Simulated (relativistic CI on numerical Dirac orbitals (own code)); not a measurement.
# Crystal-field levels of Ir4+, 5d5

Calculated by Dirac-Coulomb-Breit CI, separate exchange-only KLI orbitals for each configuration, model QED, valence Slater integrals scaled by 0.75, one configuration in a parametric crystal field (own radial code).

Field parameters in Wybourne normalisation: D4h B²₀ = −7Ds, B⁴₀ = 21(Dq − Dt), B⁴₄ = 21√(5/14) Dq; Oh B⁴₀ = 21Dq, B⁴₄ = √(5/14) B⁴₀; Td as Oh with Dq negative (B⁴₀ = 21Dq, B⁴₄ = √(5/14) B⁴₀). The field is a parameter set, without covalency.

S and J are read from ⟨S²⟩ = S(S + 1) and ⟨J²⟩ = J(J + 1) of each level; they are not fictitious spins.

Td, 10Dq = -13150 cm⁻¹, the lowest 16 levels:

```
E (cm⁻¹)  Degeneracy  Irrep     S     J
     0.0           4     Γ8  1.99  2.82
     589           2     Γ7  2.17  2.76
    6482           4     Γ8  1.49  3.27
   10957           2     Γ7  1.45  4.14
   12640           2     Γ6  1.46  3.23
   13104           4     Γ8  1.46  3.37
   16161           2     Γ7  1.27  3.32
   17018           4     Γ8  1.24  4.23
   17292           2     Γ6  1.32  4.81
   17801           4     Γ8  1.46  4.36
   19322           4     Γ8  1.15  4.22
   19494           2     Γ6  1.02  4.69
   19987           4     Γ8  1.32  4.56
   20173           2     Γ7  1.33  3.68
   21189           2     Γ7  1.15  4.16
   22487           4     Γ8  1.16  4.06
```

D4h, 10Dq = 35200, Ds = -870, Dt = 1110 cm⁻¹, the lowest 10 levels:

```json
{"E (cm⁻¹)": "0.0", "Degeneracy": "2", "Irrep": "Γ7", "S": "0.70", "J": "4.15"}
{"E (cm⁻¹)": "7201", "Degeneracy": "2", "Irrep": "Γ6", "S": "0.69", "J": "4.27"}
{"E (cm⁻¹)": "12902", "Degeneracy": "2", "Irrep": "Γ7", "S": "0.80", "J": "4.19"}
{"E (cm⁻¹)": "15423", "Degeneracy": "2", "Irrep": "Γ6", "S": "1.51", "J": "3.62"}
{"E (cm⁻¹)": "18090", "Degeneracy": "2", "Irrep": "Γ7", "S": "1.52", "J": "3.62"}
{"E (cm⁻¹)": "20266", "Degeneracy": "2", "Irrep": "Γ7", "S": "1.54", "J": "3.47"}
{"E (cm⁻¹)": "24193", "Degeneracy": "2", "Irrep": "Γ6", "S": "1.50", "J": "3.62"}
{"E (cm⁻¹)": "24602", "Degeneracy": "2", "Irrep": "Γ7", "S": "1.76", "J": "3.35"}
{"E (cm⁻¹)": "25033", "Degeneracy": "2", "Irrep": "Γ6", "S": "1.07", "J": "4.16"}
{"E (cm⁻¹)": "26973", "Degeneracy": "2", "Irrep": "Γ7", "S": "1.73", "J": "3.16"}
```

Principal g values of the ground doublet: 1.37, 1.37, 3.49.

Td, 10Dq = -8750 cm⁻¹, the lowest 16 levels:

| E (cm⁻¹) | Degeneracy | Irrep | S | J |
| --- | --- | --- | --- | --- |
| 0.0 | 4 | Γ8 | 2.24 | 2.58 |
| 198 | 2 | Γ7 | 2.29 | 2.58 |
| 9742 | 4 | Γ8 | 1.31 | 3.05 |
| 13754 | 2 | Γ7 | 1.40 | 3.92 |
| 15358 | 2 | Γ6 | 1.45 | 3.28 |
| 15650 | 4 | Γ8 | 1.46 | 3.38 |
| 17704 | 2 | Γ7 | 1.29 | 2.95 |
| 18678 | 4 | Γ8 | 1.27 | 4.46 |
| 18816 | 2 | Γ6 | 1.34 | 4.94 |
| 19394 | 4 | Γ8 | 1.43 | 4.39 |
| 20126 | 4 | Γ8 | 1.25 | 4.60 |
| 20308 | 2 | Γ6 | 1.17 | 4.61 |
| 20607 | 2 | Γ7 | 1.33 | 4.16 |
| 21942 | 4 | Γ8 | 1.24 | 4.26 |
| 22018 | 2 | Γ7 | 1.34 | 3.33 |
| 23083 | 4 | Γ8 | 1.31 | 3.69 |

Td, 10Dq = -16800 cm⁻¹, the lowest 10 levels:

```csv
E (cm⁻¹),Degeneracy,Irrep,S,J
0.0,4,Γ8,1.46,3.31
1742,2,Γ7,1.93,3.13
5936,4,Γ8,1.87,3.15
9999,2,Γ7,1.59,4.16
11892,2,Γ6,1.47,3.21
12439,4,Γ8,1.46,3.35
15840,2,Γ7,1.31,3.38
16605,4,Γ8,1.28,3.95
17195,2,Γ6,1.31,4.71
17690,4,Γ8,1.48,4.26
```

Oh, 10Dq = 32150 cm⁻¹, the lowest 10 levels:

```tsv
E (cm⁻¹)	Degeneracy	Irrep	S	J
0.0	2	Γ7	0.65	4.22
8469	4	Γ8	0.63	4.30
21261	4	Γ8	1.57	3.64
24054	2	Γ7	1.67	3.56
25940	4	Γ8	1.48	3.47
27304	2	Γ6	1.48	3.14
30663	2	Γ6	1.45	3.79
30779	4	Γ8	1.37	3.83
30997	2	Γ7	1.28	3.61
31242	4	Γ8	1.36	3.73
```

Principal g values of the ground doublet: 2.20, 2.20, 2.20.

The free-ion ground term has S = 5/2. The field overcomes the spin-pairing energy for D4h, 10Dq = 35200, Ds = -870, Dt = 1110 cm⁻¹; Td, 10Dq = -16800 cm⁻¹; Oh, 10Dq = 32150 cm⁻¹, where the ground state has lower spin; these fields are assumed values.

Levels of this model without a field, named by their leading LS term (the scale mimics covalency, so terms lie below those of the real free ion): ⁶S5/2 0, ⁴G5/2 14939, ⁴G7/2 20106, ⁴P3/2 21044, ⁴G11/2 21139, ⁴G5/2 21918, ⁴G9/2 22270, ⁴P1/2 24152 cm⁻¹.
